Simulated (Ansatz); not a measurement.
Computed with Ansatz on PBE0-D4/def2-TZVP structures; ΔE is electronic, products minus reactants. CCSD(T)/CBS is the MP2 limit (def2-TZVPP, def2-QZVPP) plus CCSD(T) − MP2 in def2-TZVPP, frozen cores. This one scheme is used for every species. Functionals use def2-TZVPP. Each species was taken in one conformer, which may not be the lowest.

Reaction (formal exchange of groups at the Si–F bond): `BN(C)[SiH2]F` + SiH₄ → `BN(C)[SiH2][SiH3]` + H–F

`BN(C)[SiH2]F`:

Z-matrix (Å, degrees):
```
C
N 1 1.462
H 1 1.094 2 111.0
H 1 1.090 2 109.6 3 119.9
H 1 1.093 2 111.0 3 -120.2
Si 2 1.733 1 117.0 3 56.0
B 2 1.399 1 121.9 3 -123.6
F 6 1.599 2 109.4 1 64.4
H 6 1.482 2 109.4 1 -51.0
H 6 1.474 2 109.7 1 -176.2
H 7 1.197 2 119.1 1 -179.1
H 7 1.198 2 119.4 1 1.2
```

SiH₄:

Cartesian coordinates in Å:
```
Si 0.000 0.000 0.000
H 0.765 1.233 -0.313
H -1.439 0.223 -0.289
H 0.170 -0.337 1.436
H 0.505 -1.120 -0.834
```

`BN(C)[SiH2][SiH3]`:

Cartesian coordinates in Å:
```
B -0.911 -1.078 -0.913
N -0.879 -0.111 0.090
C -2.084 0.300 0.800
Si 0.608 0.690 0.579
Si 2.456 -0.059 -0.636
H 0.107 -1.383 -1.470
H -1.952 -1.594 -1.209
H -2.943 -0.256 0.423
H -1.991 0.110 1.874
H -2.274 1.369 0.665
H 0.807 0.458 2.040
H 0.426 2.161 0.411
H 2.297 0.220 -2.087
H 2.685 -1.512 -0.430
H 3.647 0.685 -0.137
```

H–F:

```xyz
2

F     0.210   -0.254    0.320
H    -0.210    0.254   -0.320
```

```json
{"level": "ωB97M-V", "ΔE (kJ/mol)": "154.3"}
{"level": "r2SCAN", "ΔE (kJ/mol)": "149.5"}
{"level": "MP2/def2-TZVPP", "ΔE (kJ/mol)": "152.5"}
{"level": "SCS-MP2/def2-TZVPP", "ΔE (kJ/mol)": "160.2"}
```

Question: What does CCSD(T)/CBS give? (An estimate is asked.)

Answer: The calculation gave: +146.3 kJ/mol. The listed levels differ from it by 8.0, 3.2, 6.2, 13.9 kJ/mol.

Largest T1 diagnostic among the species: 0.013.

From PBE to PBE0 (25 % exact exchange), in def2-TZVPP and without D4, ΔE moves by +4.9 kJ/mol. The D4 term adds −11.2 kJ/mol with B3LYP and −6.4 kJ/mol with PBE0; it sums over pairs of atoms, weighted by their polarisabilities, and B3LYP, whose exchange is more repulsive, gets the larger term.

B3LYP here is the variant with VWN-RPA as its local correlation; programs differ in this.
